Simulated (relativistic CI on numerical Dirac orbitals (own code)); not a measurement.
# Co4+ in a cubic cluster: L2,3 absorption with charge transfer

Computed with a charge-transfer multiplet model of a cubic metal-ligand cluster with up to 2 ligand holes, Slater and spin-orbit integrals from Dirac-Coulomb-Breit ions, Slater integrals scaled by 0.8. The ground state mixes d5 with configurations of k ligand holes L, whose averages lie at kΔ + k(k − 1)U_dd/2; a core hole lowers each added d electron by U_cd. 300 K, Lorentzian 0.4 eV and Gaussian 0.3 eV FWHM.

Atomic integrals in eV (Slater integrals scaled, ζ unscaled), ground: F2dd 10.866, F4dd 6.824, zeta_d 0.080; with the core hole: F2dd 11.456, F4dd 7.196, zeta_d 0.102, zeta_core 9.658, F2cd 6.863, G1cd 5.283, G3cd 3.006.

Cluster parameters (eV): Δ = 0.3, U_dd = 6.3, U_cd = 7.7, 10Dq = 1.4, 10Dq(ligand) = 1.6, final-state hopping factor = 1.

| Case | n_d | d5 | d6L | d7L2 | S |
| --- | --- | --- | --- | --- | --- |
| V(eg) = 1.8 eV, V(t2g) = -0.89 eV | 5.37 | 0.65 | 0.33 | 0.02 | 2.49 |
| V(eg) = 2.7 eV, V(t2g) = -1.33 eV | 5.52 | 0.54 | 0.41 | 0.05 | 2.48 |
| V(eg) = 3 eV, V(t2g) = -1.48 eV | 5.56 | 0.50 | 0.44 | 0.06 | 2.46 |

Weights, n_d and S are thermal averages at 300 K. Photon energies count from the first peak over 30 % of the highest in each spectrum, which can be another peak from case to case. The parameters are a model scan and need not match a compound or its usual spin state. Peaks in eV (height, largest 100):
- V(eg) = 1.8 eV, V(t2g) = -0.89 eV: 0.0 (36), 2.1 (100), 5.9 (13), 15.6 (17), 17.6 (23), 18.9 (14)
- V(eg) = 2.7 eV, V(t2g) = -1.33 eV: 0.0 (44), 0.8 (18), 2.3 (100), 4.4 (16), 6.4 (8), 9.1 (6), 15.6 (17), 16.9 (8), 17.9 (22), 19.2 (12)
- V(eg) = 3 eV, V(t2g) = -1.48 eV: 0.0 (45), 0.8 (19), 2.4 (100), 6.5 (7), 9.8 (5), 15.5 (15), 16.9 (8), 17.9 (20), 19.2 (11)

For the case V(eg) = 2.7 eV, V(t2g) = -1.33 eV, Δ = 0.3 eV is smaller than U_dd = 6.3 eV, the charge-transfer side of the Zaanen-Sawatzky-Allen scheme. With the core hole the configuration with one ligand hole lies at Δ + U_dd − U_cd = -1.1 eV from the one without, against Δ in the ground state.
